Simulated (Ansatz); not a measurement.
`CCC(CC(CC(C)OC(C)=O)OC(C)=O)OC(C)=O`. Charge 0, multiplicity 1. Geometry PBE-D4/def2-SVP, basis def2-TZVP, Ansatz.

```json
{"run": "A", "HOMO (eV)": "-6.17", "LUMO (eV)": "-1.06"}
{"run": "B", "HOMO (eV)": "-11.68", "LUMO (eV)": "3.57"}
{"run": "C", "HOMO (eV)": "-6.50", "LUMO (eV)": "-0.79"}
{"run": "D", "HOMO (eV)": "-10.25", "LUMO (eV)": "2.29"}
{"run": "E", "HOMO (eV)": "-7.83", "LUMO (eV)": "0.07"}
```

Single mean-field runs in def2-TZVP are fitted with def2-universal-jkfit.

Q: The runs used HF, PBE, PBE0, r2SCAN, ωB97M-V. Estimate which is which.

A: A PBE (0 % exact exchange); B HF (100 % exact exchange); C r2SCAN (0 % exact exchange); D ωB97M-V (range-separated); E PBE0 (25 % exact exchange). Exact exchange lowers occupied and raises empty levels; among semilocal functionals meta-GGAs tend to open the gap a little, and such runs are hard to tell apart. The gap grows from 5.11 eV (PBE) to 15.25 eV (HF).
